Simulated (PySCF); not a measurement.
Start geometry of `[H]/N=C\[SiH2]C#C[SiH3]` from GFN2-xTB (Å):
```
atom  x, y, z in Å
N1    -2.288    0.894   -1.007
C2    -2.630    0.063   -0.144
Si3   -1.504   -0.963    0.988
C4     0.270   -0.443    0.558
C5     1.332   -0.064    0.217
Si6    3.016    0.525   -0.277
H7    -1.293    1.071   -1.113
H8    -3.684   -0.084   -0.047
H9    -1.782   -0.620    2.411
H10   -1.687   -2.385    0.713
H11    3.660    1.096    0.913
H12    2.861    1.526   -1.322
H13    3.735   -0.631   -0.777
```

Question: What comes out of this run: PySCF, PBE0-D3(BJ)/def2-SVP geometry optimisation, gas phase?

Answer: 
```
atom  x, y, z in Å
N1    -2.3301    0.9832   -0.7742
C2    -2.6433    0.1353    0.1187
Si3   -1.4223   -0.8924    1.1552
C4     0.2484   -0.4346    0.5488
C5     1.3244   -0.0831    0.0804
Si6    2.9445    0.4357   -0.6182
H7    -1.3064    1.0405   -0.8724
H8    -3.7249   -0.0095    0.3088
H9    -1.5547   -0.5638    2.6049
H10   -1.6553   -2.3544    0.9671
H11    3.7720    1.0444    0.4620
H12    2.7083    1.4354   -1.6988
H13    3.6402   -0.7574   -1.1793
```

The energy falls by 28.8 kJ/mol over 9 energy and gradient evaluations, the largest force component goes from 0.1149 to 2.1e-04 Eh/bohr, and the atoms move by 0.059 Å rms after alignment. The bond that changes most is Si3–C4 (SiH2 silicon to alkyne carbon), which shortens by 0.062 Å. Bonds longer at the end by more than 0.005 Å: 8 of 12; shorter: 2. Among the angles that change most is C2–N1–H7, from 117.2° to 110.4°. Rotational constants go from 4796, 887.1, 762.1 to 4770, 897.7, 769.3 MHz. The orientation of the end geometry is arbitrary; only internal coordinates are fixed.

The run used 127 basis functions and 68 SCF cycles in all.

PBE0-D3(BJ)/def2-SVP frequencies: not computed here. The numbers are those of one conformer.
